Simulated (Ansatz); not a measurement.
Geometry optimisation, Ansatz 0.2.0, RKS B3LYP/6-31G*.

The input (input.yaml):

```yaml
crystal:
  periodic: [false, false, false]
  atoms:
    - { symbol: Si, position_ang: [0.0, 0.0, 0.0] }
    - { symbol: "N", position_ang: [0.0, 0.0, 1.82] }
    - { symbol: H, position_ang: [-0.877, -0.2713, 2.35] }
    - { symbol: H, position_ang: [0.877, 0.2713, 2.35] }
    - { symbol: H, position_ang: [1.3768, 0.0, -0.4862] }
    - { symbol: Cl, position_ang: [-1.0032, 1.7381, -0.7093] }
    - { symbol: O, position_ang: [-0.7913, -1.3709, -0.5594] }
    - { symbol: H, position_ang: [-1.2459, -1.8365, 0.2129] }
basis:
  gaussian: { orbitals: "6-31G*" }
hamiltonian:
  xc: b3lyp
relax:
  f_tol: 0.02
  max_steps: 40
```

Run as:

```bash
$ ansatz run input.yaml --threads 1 --pin off --max-ram 2048MiB --backend cpu --events-out ev --progress --plain --runs-dir out
```

Task: Where does it end, and by what steps?

Result: The run converged. After 13 steps the energy has fallen by 0.473 eV; H8 moved furthest, 0.47 Å.

```csv
step,energy less start (eV),largest force component (eV/Å),accepted
0,0.0000,2.206,yes
1,-0.3111,1.746,yes
2,-0.4241,0.903,yes
3,-0.4314,0.871,yes
4,-0.4521,0.146,yes
5,-0.4574,0.230,yes
6,-0.4500,0.530,no
7,-0.4686,0.084,yes
8,-0.4579,0.344,no
9,-0.4711,0.095,yes
10,-0.4724,0.046,yes
11,-0.4722,0.080,no
12,-0.4726,0.066,yes
13,-0.4727,0.010,yes
```

```xyz
8
Properties=species:S:1:pos:R:3
Si -0.077 -0.024 0.099
N 0.014 -0.107 1.812
H -0.820 0.011 2.376
H 0.821 0.298 2.272
H 1.315 -0.066 -0.397
Cl -0.928 1.714 -0.664
O -1.058 -1.222 -0.481
H -0.932 -2.075 -0.040
```

Whether the end is a true minimum wasn't checked by a vibrational analysis.

The run took 43 s on 1 thread of AMD EPYC 7R43 64-Core Processor (Zen 3) (shared host), peak memory 0.16 GiB.
